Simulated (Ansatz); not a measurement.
Total energies of CH$_{7}$FNPSi, SMILES `FC[SiH2]NP`.

```xyz
12

F     0.3822    2.2046   -1.0916
C    -0.7760    1.5748   -0.6415
Si   -0.6163   -0.3020   -0.8006
N     0.6713   -0.9577    0.1425
P     0.6238   -0.9958    1.8443
H    -0.9419    1.8720    0.4003
H    -1.6220    1.9494   -1.2302
H    -1.9213   -0.8655   -0.3622
H    -0.3301   -0.6488   -2.2158
H     1.5287   -1.2020   -0.3289
H     1.1591   -2.2888    2.1039
H     1.8425   -0.3403    2.1798
```

Charge 0, multiplicity 1. The structure was optimised at the PBE0-D4/def2-TZVP level. It is one conformer, not always the lowest. Basis def2-TZVPP, Ansatz 0.2.0.

RPA on PBE orbitals: Hartree–Fock energy of these orbitals -825.55952 Eh, correlation -1.52006 Eh (frozen core).

```
             functional  energy without D4 (Eh)  D4 term (kJ/mol)
            LDA (SPW92)              -823.96416                 –
                 revPBE              -827.67819             -78.1
                 r2SCAN              -827.72161              -6.6
                 B97M-V              -827.66542                 –
                   PBE0              -827.41097             -22.2
                  B3LYP              -827.92174             -42.0
                r2SCANh              -827.70861              -7.0
                r2SCAN0              -827.69042              -7.8
HSE06 (plane-wave form)              -827.38786             -20.8
              CAM-B3LYP              -827.82055             -22.6
                LC-ωPBE              -827.57082                 –
                ωB97X-V              -827.71470                 –
                ωB97M-V              -827.75793                 –
                 B2PLYP              -827.49327                 –
```

Give the same for PBE, BLYP, BHLYP, PBE-QIDH. (Estimate.)

Computed: 
| functional | energy without D4 (Eh) | D4 term (kJ/mol) |
| --- | --- | --- |
| PBE | -827.33980 | -26.1 |
| BLYP | -827.81368 | -57.0 |
| BHLYP | -827.77974 | -32.4 |
| PBE-QIDH | -827.21674 | – |

B3LYP takes the VWN-RPA correlation (the form of Gaussian; ORCA's B3LYP/G). HSE06 is the plane-wave form, built on full-range PBE exchange. The double hybrids freeze the cores in their second-order part.

LC-ωPBE has ω = 0.4 bohr⁻¹.
